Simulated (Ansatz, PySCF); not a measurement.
This Ansatz (a first-principles code) input computes a BLYP/def2-TZVPD energy:

Ansatz 0.2 input:
```yaml
crystal:
  periodic: [false, false, false]
  atoms:
    - {symbol: B, position_ang: [-0.00000000, -0.00000000, -0.61304571]}
    - {symbol: N, position_ang: [0.00000000, 0.00000000, 0.69245456]}
    - {symbol: H, position_ang: [-0.00000000, -0.00000000, -1.78195339]}
basis:
  gaussian:
    orbitals: def2-TZVPD
hamiltonian:
  xc: {name: BLYP}
magnetization: {spin_polarized: true, initial_magnetization: 1}
output: {forces: true}
```

Q: Write an input for the same energy in PySCF and say what it gives.

A: 
```python
from pyscf import gto, scf, dft

mol = gto.M(
    atom='''
    B    -0.00000000   -0.00000000   -0.61304571
    N     0.00000000    0.00000000    0.69245456
    H    -0.00000000   -0.00000000   -1.78195339
    ''',
    basis='def2-tzvpd',
    charge=0,
    spin=1,
    symmetry='C2v',
    verbose=4,
)

mf = dft.UKS(mol, xc='blyp').density_fit(auxbasis='def2-universal-jkfit')
mf.grids.level = 3
mf.conv_tol = 1e-9
mf.max_cycle = 100
mf.max_memory = 1500
mf.kernel()
if not mf.converged:
    mf = mf.newton()
    mf.kernel(mf.make_rdm1())
mf.analyze()
```
It gives -80.10298 Eh, and Ansatz -80.10296 Eh, a difference of 0.02 mEh, from the treatment of integrals and grids.

It need not be the lowest isomer of its formula.
